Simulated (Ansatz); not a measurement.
A structure relaxed at PBE0-D4/def2-TZVP, charge 0, multiplicity 2:

```xyz
8

N     0.7301    0.9992   -0.6084
Si   -0.1363   -0.3934   -0.1610
O     0.7264   -1.0234    1.0978
O    -1.6470    0.1655    0.2010
H     1.7346    0.9879   -0.6625
H     0.3140    1.6995   -1.1988
H     0.6382   -1.9683    1.2310
H    -2.3599   -0.4669    0.1008
```

Problem. Give its formula and SMILES.

Solution. H4NO2Si, `N[Si](O)O`.

Problem. Point group (tolerance 0.08 Å, 0.16 Å for H)?

Solution. Cs.

Problem. Summarise the bond lengths by kind.

Solution. 1 × N–Si 1.700 Å; 2 × H–N 1.006 Å; 2 × O–Si 1.651 Å; 2 × H–O 0.958 Å.

Computed with Ansatz.
